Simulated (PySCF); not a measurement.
# Working out the ionisation energy of Se⁺

Se⁺ [Ar] 3d10 4s2 4p3 (4S) → Se²⁺ [Ar] 3d10 4s2 4p2 (3P). Computed with PySCF 2.14 in x2c-QZVPPall with one added diffuse shell each of s, p, d, f type (12s9p6d5f1g, 113 functions), with scalar relativity by spin-free X2C-1e. Frozen: [Ne]. Energies in hartree (1 hartree = 27.21139 eV):

```
             part   Se⁺ (lower)  Se²⁺ (upper)
              UHF  -2427.833932  -2427.068167
MP2 opposite-spin     -0.555146     -0.543952
    MP2 same-spin     -0.292743     -0.278482
```

Problem. What does Hartree-Fock give?

Solution. (-2427.068167) − (-2427.833932) = 0.765765 hartree = 20.838 eV.

Problem. What do MP2 and SCS-MP2 (6/5 opposite-spin, 1/3 same-spin) give?

Solution. The opposite-spin parts differ by 0.305 eV and the same-spin parts by 0.388 eV. MP2: 20.838 + (0.305) + (0.388) = 21.531 eV. SCS-MP2: 20.838 + 1.2 × (0.305) + (0.388)/3 = 21.333 eV.

A first-order spin-orbit estimate adds -0.297 eV to MP2 (valence and next inner shell), giving 21.234 eV against 21.196 ± 0.01 eV (measured; NIST Atomic Spectra Database, ionization energies).

What remains against the reference includes basis incompleteness, the frozen core and correlation beyond second order.
